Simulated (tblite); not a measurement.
C4H11ClSi.
Geometry (GFN2-xTB, Å), atoms numbered from 1 in this order:
```
atom  x, y, z in Å
C1    -2.276   -0.065    0.721
C2    -1.609    0.562   -0.494
C3    -0.269   -0.090   -0.830
Si4    1.050    0.096    0.529
C5     2.732   -0.391   -0.242
Cl6    3.996   -0.261    1.008
H7    -3.258    0.372    0.884
H8    -1.676    0.096    1.613
H9    -2.397   -1.136    0.577
H10   -2.279    0.466   -1.353
H11   -1.458    1.628   -0.313
H12    0.104    0.348   -1.760
H13   -0.438   -1.148   -1.039
H14    1.152    1.487    0.980
H15    0.823   -0.801    1.666
H16    3.036    0.265   -1.055
H17    2.759   -1.417   -0.602
```

Level: GFN2-xTB in tblite, geometry and Hessian alike; calculated harmonic values, unscaled, isolated species. Errors from tens to a few hundred cm⁻¹ against measured bands are possible. Modes of hydrogen on silicon can be 10 to 20 % off. One conformer, not necessarily the lowest.

Harmonic wavenumbers (cm⁻¹): 41.5, 52.7, 77.7, 117.1, 187.5, 225.8, 265.4, 400.7, 442.7, 572.4, 665.3, 694.6, 722.1, 733.2, 760.7, 764.8, 778.3, 846.3, 943.9, 1023.1, 1066.1, 1094.7, 1127.7, 1190.9, 1206.1, 1249.4, 1303.4, 1350.2, 1416.2, 1434.8, 1470.8, 1501.2, 1503.6, 1507.7, 2243.5, 2250.3, 2953.9, 2956.8, 2973.1, 2983.1, 2996.6, 2997.6, 3033.5, 3036.7, 3045.3.

A = 7717, B = 754.0, C = 715.3 MHz; mass 122.032 u (most abundant isotopes); point group C1, symmetry number 1.

What is the zero-point energy?

½Σν̃ = 30104 cm⁻¹ = 86.07 kcal/mol.

Entropy at 500 K, 1 bar (ideal gas, RRHO, classical rotation)?

Translation 42.91, rotation 30.28, vibration 45.27: S = 118.5 cal/(mol K).

And Cp and H(500 K) − H(0)?

Cp = 49.96 cal/(mol K), of which vibrations give 42.01 (their classical limit is 45 R = 89.4); H(500 K) − H(0) = 15.02 kcal/mol without the zero-point energy, 11.05 from vibrations.

Blend soft modes into free rotors: weight 1/[1 + (100 cm⁻¹/ν̃)⁴] for the oscillator and the rest for a rotor with moment μB/(μ + B), μ = h/(8π²ν), B = 10⁻⁴⁴ kg m². What vibrational entropy results?

40.38 cal/(mol K) in place of 45.27, which changes −T·S at 500 K by +2.44 kcal/mol.

What must be added to the electronic energy to get the Gibbs energy at 500 K and 1 bar?

ZPE + [H(500 K) − H(0)] − T·S = 86.07 + 15.02 − 59.23 = 41.86 kcal/mol.

How do the functions run with temperature in this model?

| T (K) | S (cal/(mol K)) | Cp (cal/(mol K)) | H − H(0) (kcal/mol) | G − H(0) (kcal/mol) | ln q(vib) |
| --- | --- | --- | --- | --- | --- |
| 50 | 59.1 | 14.0 | 0.53 | -2.42 | 0.76 |
| 100 | 70.2 | 18.2 | 1.35 | -5.68 | 2.17 |
| 298.15 | 96.9 | 34.1 | 6.46 | -22.42 | 7.08 |
| 373.15 | 105.2 | 40.5 | 9.26 | -30.00 | 8.80 |
| 750 | 141.4 | 63.4 | 29.32 | -76.77 | 17.06 |
| 1000 | 161.0 | 72.5 | 46.38 | -114.64 | 22.09 |

q(vib) and H(0) count from the zero-point level.

Hindered rotation and anharmonicity are outside this model. Other conformers, if any are populated, would add a mixing term that is left out. The structure is chiral; the term R ln 2 for an equal mix with its mirror image is left out.
